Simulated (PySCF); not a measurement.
Excitations are Tamm–Dancoff values on a coarser integration grid. The basis has no diffuse functions, so Rydberg states are missing or too high.

Z-matrix (Å, degrees):
```
C
H 1 1.1015
C 1 1.4038 2 119.87
C 1 1.4144 2 119.15 3 -180.00
C 3 1.4160 1 117.72 2 -180.00
F 5 1.3534 3 117.60 1 180.00
C 5 1.3928 6 118.41 3 180.00
H 7 1.0987 5 120.16 6 0.00
C 7 1.4064 8 122.93 5 -180.00
C 4 1.4418 1 129.72 2 0.00
C 10 1.3715 4 112.71 1 180.00
H 11 1.0973 10 127.94 4 -180.00
H 10 1.0985 11 123.53 12 0.00
S 9 1.7492 7 126.96 8 0.00
Si 3 1.8871 1 122.46 2 0.00
H 15 1.5037 3 111.31 1 -119.46
H 15 1.5037 16 108.42 3 122.76
H 15 1.5043 16 109.23 17 118.93
```
Charge 0, spin multiplicity 1.

Give the S1 excitation (TDA), S1–T1 gap (TDA) and S1 oscillator strength at the level PySCF with PBE-D3(BJ)/def2-TZVP // PBE-D3(BJ)/def2-SVP.


```json
{
  "S1 excitation (TDA)": "4.16 eV",
  "S1–T1 gap (TDA)": "0.96 eV",
  "S1 oscillator strength": "0.005"
}
```
